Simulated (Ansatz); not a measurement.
A displaced shape of singlet ICl:

```xyz
2

I     0.0418    0.0273   -0.5739
Cl   -0.0462    0.0029    1.8031
```

It was optimised with PBE0/def2-SVP (with the core potentials of the set past Kr) in Ansatz (development build ahead of 0.2.0) to forces under 0.001 eV/Å, with restricted orbitals. Each step stands on the lowest determinant of that kind that the program's search found.

Q: What shape does it relax to, and how does the optimisation go?

A:

```yaml
atoms:
  - { symbol: I, position_ang: [0.0414, 0.0272, -0.5628] }
  - { symbol: Cl, position_ang: [-0.0458, 0.0030, 1.7920] }
```

Bond lengths: I1–Cl2 2.357 Å.

```json
{"step": "1", "E − E(start) (eV)": "0.0000", "largest force (eV/Å)": "0.3175"}
{"step": "2", "E − E(start) (eV)": "-0.0029", "largest force (eV/Å)": "0.1486"}
{"step": "3", "E − E(start) (eV)": "-0.0036", "largest force (eV/Å)": "0.0015"}
{"step": "4", "E − E(start) (eV)": "-0.0036", "largest force (eV/Å)": "0.0000"}
```

The optimisation ended after 4 steps with its threshold met.
